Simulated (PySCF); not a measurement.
**Working out the ionisation energy of Ru⁺**

Ru⁺ [Kr] 4d7 (4F) → Ru²⁺ [Kr] 4d6 (5D). Computed with PySCF 2.14 in aug-cc-pVTZ-PP with ECP28MDF, with scalar relativity through the core potential. Frozen: 4s2 4p6. Energies in hartree (1 hartree = 27.21139 eV):

```json
{"part": "UHF", "Ru⁺ (lower)": "-93.584535", "Ru²⁺ (upper)": "-93.037709"}
{"part": "MP2 opposite-spin", "Ru⁺ (lower)": "-0.093636", "Ru²⁺ (upper)": "-0.045852"}
{"part": "MP2 same-spin", "Ru⁺ (lower)": "-0.066418", "Ru²⁺ (upper)": "-0.061042"}
```

What does Hartree-Fock give?

(-93.037709) − (-93.584535) = 0.546826 hartree = 14.880 eV.

What do MP2 and SCS-MP2 (6/5 opposite-spin, 1/3 same-spin) give?

The opposite-spin parts differ by 1.300 eV and the same-spin parts by 0.146 eV. MP2: 14.880 + (1.300) + (0.146) = 16.326 eV. SCS-MP2: 14.880 + 1.2 × (1.300) + (0.146)/3 = 16.489 eV.

Reference: 16.76 ± 0.06 eV (semi-empirical (NIST evaluation); NIST Atomic Spectra Database, ionization energies), between the lowest levels; spin-orbit coupling is absent from the calculation.

What remains against the reference includes basis incompleteness, the frozen core and correlation beyond second order.
